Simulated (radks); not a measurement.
The numbers below are computed, except where a source is named.
All-electron atom: neutral hydrogen in 1s0.5 2s0.5 (fractional occupations, a model configuration). Code: a radial shooting solver on a logarithmic mesh with Libxc functionals. Model: Dirac Kohn-Sham, LDA (Slater exchange, VWN5 correlation), spin-unpolarised, spherical densities, point nucleus.

Normalised radial functions P(r) = r R(r) (large component), r in bohr:

| r | 1s1/2 |
|---|---|
| 0.1487 | 0.2636 |
| 0.1816 | 0.3114 |
| 0.22 | 0.3629 |
| 0.2687 | 0.4218 |
| 0.3282 | 0.4849 |
| 0.3977 | 0.5474 |
| 0.4858 | 0.6110 |
| 0.5933 | 0.6685 |
| 0.7189 | 0.7122 |
| 0.8781 | 0.7388 |
| 1.072 | 0.7391 |
| 1.31 | 0.7075 |
| 1.587 | 0.6451 |
| 1.939 | 0.5499 |
| 2.368 | 0.4338 |
| 2.869 | 0.3169 |
| 3.504 | 0.2060 |
| 4.28 | 0.1184 |
| 5.186 | 0.0606 |
| 6.334 | 0.0253 |
| 7.737 | 0.0084 |
| 9.449 | 0.0021 |
| 11.45 | 0.0004 |
| 13.98 | 0.0000 |
| 17.08 | 0.0000 |
| 20.7 | 0.0000 |
| 25.28 | 0.0000 |

1s1/2: eigenvalue -10.212 eV, 0 radial nodes, <r> = 1.48 bohr, 90 % of the charge inside 2.63 bohr.
